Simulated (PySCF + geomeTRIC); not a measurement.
All values below come from TPSS-D3(BJ)/def2-SVP (PySCF + geomeTRIC). fastk is a local helper that only speeds up exchange builds. No frequencies were computed at this level.

```python
import json, numpy as np
from pyscf import gto, dft
from fastk import lowrank_exchange
atoms = """
Mo     0.070430     0.185112     0.167733
O      0.894578    -1.413729     0.156643
H      1.106902    -2.329187     0.336788
O      0.006828     0.134844     1.965546
H     -0.330380     0.227342     2.856304
O      1.671866     1.005968     0.244296
H      2.552482     1.219397     0.552169
O     -1.531018    -0.631604     0.092148
H     -2.429936    -0.836918    -0.163392
O      0.137559     0.243006    -1.629089
H      0.463918     0.163689    -2.525194
O     -0.755938     1.785819     0.180919
H     -0.926119     2.701549    -0.039635
"""
def scf(charge, spin, dm0=None):
    mol = gto.M(atom=atoms, basis='def2-svp', ecp={'Mo': 'def2-svp'}, charge=charge, spin=spin, verbose=3, max_memory=10080)
    mf = dft.KS(mol, xc='tpss').density_fit(auxbasis="def2-universal-jkfit")
    mf.disp = 'd3bj'
    mf.grids.level = 3
    mf.conv_tol = 1e-8
    mf.max_cycle = 120
    mf.level_shift = 0.25
    mf.kernel(dm0)
    if not mf.converged:
        mf = mf.newton().run(mf.mo_coeff, mf.mo_occ).undo_soscf()
    return mf
mf = scf(0, 0)
from pyscf.geomopt.geometric_solver import kernel as optimize
path = []
done, mol = optimize(mf, maxsteps=120, assert_convergence=False, callback=lambda env: path.append((env["energy"], bool(env["g_scanner"].converged))))
res = dict(converged=bool(done and path[-1][1]), energy=path[-1][0], path=[e for e, c in path], xyz=mol.atom_coords(unit="Angstrom").tolist(), nao=mol.nao)
json.dump(res, open("result.json", "w"))
```

Output:

```
converged SCF energy = -522.950815672419
Geometry optimization cycle 1
converged SCF energy = -522.950815672306
cycle 1: E = -522.950815672  dE = -522.951  norm(grad) = 0.153892
Geometry optimization cycle 2
converged SCF energy = -522.978662250157
cycle 2: E = -522.97866225  dE = -0.0278466  norm(grad) = 0.0422064
Geometry optimization cycle 3
converged SCF energy = -522.983009405692
cycle 3: E = -522.983009406  dE = -0.00434716  norm(grad) = 0.0223615
Geometry optimization cycle 4
converged SCF energy = -522.991922350269
cycle 4: E = -522.99192235  dE = -0.00891294  norm(grad) = 0.0643031
Geometry optimization cycle 5
converged SCF energy = -522.994170836875
cycle 5: E = -522.994170837  dE = -0.00224849  norm(grad) = 0.109943
Geometry optimization cycle 6
converged SCF energy = -523.001743559919
cycle 6: E = -523.00174356  dE = -0.00757272  norm(grad) = 0.077603
Geometry optimization cycle 7
converged SCF energy = -523.001276519702
cycle 7: E = -523.00127652  dE = 0.00046704  norm(grad) = 0.0371022
Geometry optimization cycle 8
converged SCF energy = -523.008525796283
cycle 8: E = -523.008525796  dE = -0.00724928  norm(grad) = 0.0199775
Geometry optimization cycle 9
converged SCF energy = -523.011979835864
cycle 9: E = -523.011979836  dE = -0.00345404  norm(grad) = 0.031892
Geometry optimization cycle 10
converged SCF energy = -523.014895480659
cycle 10: E = -523.014895481  dE = -0.00291564  norm(grad) = 0.00899607
Geometry optimization cycle 11
converged SCF energy = -523.015607517723
cycle 11: E = -523.015607518  dE = -0.000712037  norm(grad) = 0.0102569
Geometry optimization cycle 12
converged SCF energy = -523.016794575221
cycle 12: E = -523.016794575  dE = -0.00118706  norm(grad) = 0.0240648
Geometry optimization cycle 13
converged SCF energy = -523.018340309908
cycle 13: E = -523.01834031  dE = -0.00154573  norm(grad) = 0.0171615
Geometry optimization cycle 14
converged SCF energy = -523.020441549661
cycle 14: E = -523.02044155  dE = -0.00210124  norm(grad) = 0.0153926
Geometry optimization cycle 15
converged SCF energy = -523.021722417035
cycle 15: E = -523.021722417  dE = -0.00128087  norm(grad) = 0.0202125
Geometry optimization cycle 16
converged SCF energy = -523.025043418392
cycle 16: E = -523.025043418  dE = -0.003321  norm(grad) = 0.0243787
Geometry optimization cycle 17
converged SCF energy = -523.02335242262
cycle 17: E = -523.023352423  dE = 0.001691  norm(grad) = 0.0295509
Geometry optimization cycle 18
converged SCF energy = -523.027918763518
cycle 18: E = -523.027918764  dE = -0.00456634  norm(grad) = 0.023098
Geometry optimization cycle 19
converged SCF energy = -523.029943414536
cycle 19: E = -523.029943415  dE = -0.00202465  norm(grad) = 0.00933175
Geometry optimization cycle 20
converged SCF energy = -523.031641534977
cycle 20: E = -523.031641535  dE = -0.00169812  norm(grad) = 0.00791831
Geometry optimization cycle 21
converged SCF energy = -523.030787700119
cycle 21: E = -523.0307877  dE = 0.000853835  norm(grad) = 0.0166327
Geometry optimization cycle 22
converged SCF energy = -523.033671850061
cycle 22: E = -523.03367185  dE = -0.00288415  norm(grad) = 0.0048791
Geometry optimization cycle 23
converged SCF energy = -523.033820801642
cycle 23: E = -523.033820802  dE = -0.000148952  norm(grad) = 0.00261408
Geometry optimization cycle 24
converged SCF energy = -523.03387709143
cycle 24: E = -523.033877091  dE = -5.62898e-05  norm(grad) = 0.00159824
Geometry optimization cycle 25
converged SCF energy = -523.033922288386
cycle 25: E = -523.033922288  dE = -4.5197e-05  norm(grad) = 0.00181443
Geometry optimization cycle 26
converged SCF energy = -523.033955151045
cycle 26: E = -523.033955151  dE = -3.28627e-05  norm(grad) = 0.00194988
Geometry optimization cycle 27
converged SCF energy = -523.033986580269
cycle 27: E = -523.03398658  dE = -3.14292e-05  norm(grad) = 0.00154593
Geometry optimization cycle 28
converged SCF energy = -523.034001929949
cycle 28: E = -523.03400193  dE = -1.53497e-05  norm(grad) = 0.00114207
Geometry optimization cycle 29
converged SCF energy = -523.034012479985
cycle 29: E = -523.03401248  dE = -1.055e-05  norm(grad) = 0.00118841
Geometry optimization cycle 30
converged SCF energy = -523.034016023014
cycle 30: E = -523.034016023  dE = -3.54303e-06  norm(grad) = 0.00124032
Geometry optimization cycle 31
converged SCF energy = -523.034016207036
cycle 31: E = -523.034016207  dE = -1.84022e-07  norm(grad) = 0.00123831
Geometry optimization cycle 32
converged SCF energy = -523.034022899459
cycle 32: E = -523.034022899  dE = -6.69242e-06  norm(grad) = 0.000972578
Geometry optimization cycle 33
converged SCF energy = -523.034030277149
cycle 33: E = -523.034030277  dE = -7.37769e-06  norm(grad) = 0.000612051
Geometry optimization cycle 34
converged SCF energy = -523.034033079566
cycle 34: E = -523.03403308  dE = -2.80242e-06  norm(grad) = 0.000683537
Geometry optimization cycle 35
converged SCF energy = -523.034034635406
cycle 35: E = -523.034034635  dE = -1.55584e-06  norm(grad) = 0.000632153
Geometry optimization cycle 36
converged SCF energy = -523.034036898997
cycle 36: E = -523.034036899  dE = -2.26359e-06  norm(grad) = 0.000412702
Geometry optimization cycle 37
converged SCF energy = -523.034038332229
cycle 37: E = -523.034038332  dE = -1.43323e-06  norm(grad) = 0.000281992
Geometry optimization cycle 38
converged SCF energy = -523.034039847825
cycle 38: E = -523.034039848  dE = -1.5156e-06  norm(grad) = 0.000287015
Geometry optimization cycle 39
converged SCF energy = -523.034040537819
cycle 39: E = -523.034040538  dE = -6.89995e-07  norm(grad) = 0.000278323
<class 'geometric.internal.Distance'> : 12
<class 'geometric.internal.Angle'> : 8
<class 'geometric.internal.LinearAngle'> : 8
<class 'geometric.internal.OutOfPlane'> : 12
<class 'geometric.internal.Dihedral'> : 22
<class 'geometric.internal.TranslationX'> : 1
<class 'geometric.internal.TranslationY'> : 1
<class 'geometric.internal.TranslationZ'> : 1
<class 'geometric.internal.RotationA'> : 1
<class 'geometric.internal.RotationB'> : 1
<class 'geometric.internal.RotationC'> : 1
Step    0 : Gradient = 4.268e-02/6.275e-02 (rms/max) Energy = -522.9508156723
Step    1 : Displace = 1.007e-01/1.058e-01 (rms/max) Trust = 1.000e-01 (=) Grad = 1.171e-02/1.654e-02 (rms/max) E (change) = -522.9786622502 (-2.785e-02) Quality = 0.562
Step    2 : Displace = 2.808e-02/3.574e-02 (rms/max) Trust = 1.000e-01 (=) Grad = 6.202e-03/8.370e-03 (rms/max) E (change) = -522.9830094057 (-4.347e-03) Quality = 1.628
Step    3 : Displace = 1.058e-01/1.400e-01 (rms/max) Trust = 1.414e-01 (+) Grad = 1.783e-02/2.724e-02 (rms/max) E (change) = -522.9919223503 (-8.913e-03) Quality = 1.351
Step    4 : Displace = 1.862e-01/3.062e-01 (rms/max) Trust = 2.000e-01 (+) Grad = 3.049e-02/5.098e-02 (rms/max) E (change) = -522.9941708369 (-2.248e-03) Quality = 0.298
Step    5 : Displace = 1.535e-01/2.367e-01 (rms/max) Trust = 2.000e-01 (=) Grad = 2.152e-02/3.541e-02 (rms/max) E (change) = -523.0017435599 (-7.573e-03) Quality = 0.617
Step    6 : Displace = 2.158e-01/3.194e-01 (rms/max) Trust = 2.000e-01 (=) Grad = 1.029e-02/1.790e-02 (rms/max) E (change) = -523.0012765197 (+4.670e-04) Quality = -0.027
Step    7 : Displace = 9.025e-02/1.402e-01 (rms/max) Trust = 1.000e-01 (-) Grad = 5.541e-03/9.192e-03 (rms/max) E (change) = -523.0085257963 (-7.249e-03) Quality = 0.849
Step    8 : Displace = 1.407e-01/2.336e-01 (rms/max) Trust = 1.414e-01 (+) Grad = 8.845e-03/1.517e-02 (rms/max) E (change) = -523.0119798359 (-3.454e-03) Quality = 0.378
Step    9 : Displace = 4.747e-02/8.216e-02 (rms/max) Trust = 1.414e-01 (=) Grad = 2.495e-03/3.970e-03 (rms/max) E (change) = -523.0148954807 (-2.916e-03) Quality = 1.127
Step   10 : Displace = 4.616e-02/9.903e-02 (rms/max) Trust = 2.000e-01 (+) Grad = 2.845e-03/4.962e-03 (rms/max) E (change) = -523.0156075177 (-7.120e-04) Quality = 1.050
Step   11 : Displace = 1.123e-01/2.176e-01 (rms/max) Trust = 2.828e-01 (+) Grad = 6.674e-03/1.225e-02 (rms/max) E (change) = -523.0167945752 (-1.187e-03) Quality = 0.807
Step   12 : Displace = 3.669e-02/7.997e-02 (rms/max) Trust = 3.000e-01 (+) Grad = 4.760e-03/8.889e-03 (rms/max) E (change) = -523.0183403099 (-1.546e-03) Quality = 1.634
Step   13 : Displace = 1.381e-01/3.134e-01 (rms/max) Trust = 3.000e-01 (=) Grad = 4.269e-03/6.892e-03 (rms/max) E (change) = -523.0204415497 (-2.101e-03) Quality = 1.027
Step   14 : Displace = 4.114e-02/8.378e-02 (rms/max) Trust = 3.000e-01 (=) Grad = 5.606e-03/9.404e-03 (rms/max) E (change) = -523.0217224170 (-1.281e-03) Quality = 1.237
Step   15 : Displace = 1.180e-01/1.953e-01 (rms/max) Trust = 3.000e-01 (=) Grad = 6.761e-03/1.187e-02 (rms/max) E (change) = -523.0250434184 (-3.321e-03) Quality = 1.676
Step   16 : Displace = 2.307e-01/4.339e-01 (rms/max) Trust = 3.000e-01 (=) Grad = 8.196e-03/1.337e-02 (rms/max) E (change) = -523.0233524226 (+1.691e-03) Quality = -0.441
Step   17 : Displace = 1.173e-01/2.277e-01 (rms/max) Trust = 1.154e-01 (-) Grad = 6.406e-03/1.155e-02 (rms/max) E (change) = -523.0279187635 (-4.566e-03) Quality = 0.747
Step   18 : Displace = 7.525e-02/1.849e-01 (rms/max) Trust = 1.154e-01 (=) Grad = 2.588e-03/4.015e-03 (rms/max) E (change) = -523.0299434145 (-2.025e-03) Quality = 0.827
Step   19 : Displace = 5.321e-02/1.158e-01 (rms/max) Trust = 1.631e-01 (+) Grad = 2.196e-03/3.591e-03 (rms/max) E (change) = -523.0316415350 (-1.698e-03) Quality = 1.737
Step   20 : Displace = 2.313e-01/4.851e-01 (rms/max) Trust = 2.307e-01 (+) Grad = 4.613e-03/6.812e-03 (rms/max) E (change) = -523.0307877001 (+8.538e-04) Quality = -0.253
Step   21 : Displace = 1.256e-01/2.387e-01 (rms/max) Trust = 1.154e-01 (-) Grad = 1.353e-03/2.969e-03 (rms/max) E (change) = -523.0336718501 (-2.884e-03) Quality = 0.746
Step   22 : Displace = 1.857e-02/3.222e-02 (rms/max) Trust = 1.154e-01 (=) Grad = 7.250e-04/1.320e-03 (rms/max) E (change) = -523.0338208016 (-1.490e-04) Quality = 0.889
Step   23 : Displace = 8.505e-03/1.203e-02 (rms/max) Trust = 1.631e-01 (+) Grad = 4.433e-04/8.010e-04 (rms/max) E (change) = -523.0338770914 (-5.629e-05) Quality = 1.259
Step   24 : Displace = 1.133e-02/1.970e-02 (rms/max) Trust = 2.307e-01 (+) Grad = 5.032e-04/1.139e-03 (rms/max) E (change) = -523.0339222884 (-4.520e-05) Quality = 1.205
Step   25 : Displace = 1.133e-02/2.215e-02 (rms/max) Trust = 3.000e-01 (+) Grad = 5.408e-04/1.321e-03 (rms/max) E (change) = -523.0339551510 (-3.286e-05) Quality = 1.267
Step   26 : Displace = 1.769e-02/3.837e-02 (rms/max) Trust = 3.000e-01 (=) Grad = 4.288e-04/6.330e-04 (rms/max) E (change) = -523.0339865803 (-3.143e-05) Quality = 0.913
Step   27 : Displace = 9.823e-03/2.183e-02 (rms/max) Trust = 3.000e-01 (=) Grad = 3.168e-04/4.451e-04 (rms/max) E (change) = -523.0340019299 (-1.535e-05) Quality = 0.859
Step   28 : Displace = 8.387e-03/1.612e-02 (rms/max) Trust = 3.000e-01 (=) Grad = 3.296e-04/8.846e-04 (rms/max) E (change) = -523.0340124800 (-1.055e-05) Quality = 0.569
Step   29 : Displace = 4.501e-03/8.977e-03 (rms/max) Trust = 3.000e-01 (=) Grad = 3.440e-04/8.859e-04 (rms/max) E (change) = -523.0340160230 (-3.543e-06) Quality = 0.337
Step   30 : Displace = 5.861e-03/1.378e-02 (rms/max) Trust = 3.000e-01 (=) Grad = 3.434e-04/5.701e-04 (rms/max) E (change) = -523.0340162070 (-1.840e-07) Quality = 0.013
Step   31 : Displace = 2.931e-03/4.332e-03 (rms/max) Trust = 2.931e-03 (-) Grad = 2.697e-04/5.035e-04 (rms/max) E (change) = -523.0340228995 (-6.692e-06) Quality = 0.572
Step   32 : Displace = 2.959e-03/5.324e-03 (rms/max) Trust = 2.931e-03 (=) Grad = 1.698e-04/3.412e-04 (rms/max) E (change) = -523.0340302771 (-7.378e-06) Quality = 0.548
Step   33 : Displace = 3.168e-03/4.839e-03 (rms/max) Trust = 2.931e-03 (=) Grad = 1.896e-04/5.072e-04 (rms/max) E (change) = -523.0340330796 (-2.802e-06) Quality = 0.185
Step   34 : Displace = 1.461e-03/2.397e-03 (rms/max) Trust = 1.465e-03 (-) Grad = 1.753e-04/4.255e-04 (rms/max) E (change) = -523.0340346354 (-1.556e-06) Quality = 0.160
Step   35 : Displace = 7.577e-04/1.378e-03 (rms/max) Trust = 7.304e-04 (-) Grad = 1.145e-04/1.940e-04 (rms/max) E (change) = -523.0340368990 (-2.264e-06) Quality = 0.301
Step   36 : Displace = 7.195e-04/1.628e-03 (rms/max) Trust = 7.304e-04 (=) Grad = 7.821e-05/1.272e-04 (rms/max) E (change) = -523.0340383322 (-1.433e-06) Quality = 0.354
Step   37 : Displace = 7.438e-04/1.632e-03 (rms/max) Trust = 7.304e-04 (=) Grad = 7.960e-05/1.584e-04 (rms/max) E (change) = -523.0340398478 (-1.516e-06) Quality = 0.214
Step   38 : Displace = 3.698e-04/6.920e-04 (rms/max) Trust = 3.652e-04 (-) Grad = 7.719e-05/1.869e-04 (rms/max) E (change) = -523.0340405378 (-6.900e-07) Quality = 0.165
Converged! =D
```

Cost: about 40 core-minutes (a rough figure).
